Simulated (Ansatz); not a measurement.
Frontier orbitals of `N#CCB(O)F`.

```xyz
9

N     2.394    1.595    0.087
C     1.322    1.213   -0.076
C    -0.023    0.722   -0.281
B    -0.287   -0.749    0.233
O    -1.451   -1.340   -0.096
F     0.602   -1.386    0.986
H    -0.276    0.780   -1.345
H    -0.730    1.390    0.226
H    -1.551   -2.226    0.266
```

Total charge 0; spin multiplicity 1. Geometry: relaxed with PBE0-D4/def2-TZVP. It is one conformer, not always the lowest. Basis def2-TZVPP, Ansatz 0.2.0.

Orbital energies of one run (eV). Highest occupied ones, from the top: -7.69, -7.86, -8.27, -9.18, -9.33, -9.92, -11.03, -11.92, -12.00, -12.39, -13.60, -14.91, -19.22, -22.27. Empty: -0.83, -0.66, -0.09, 0.00, 0.58, 1.62.

(1) Which functional gave them?
A. ωB97X-V
B. BLYP
C. BHLYP
D. r2SCAN0

Results:

(1) B. HOMO energies: BLYP -7.69, ωB97X-V -11.65, r2SCAN0 -9.39, BHLYP -10.46 eV.
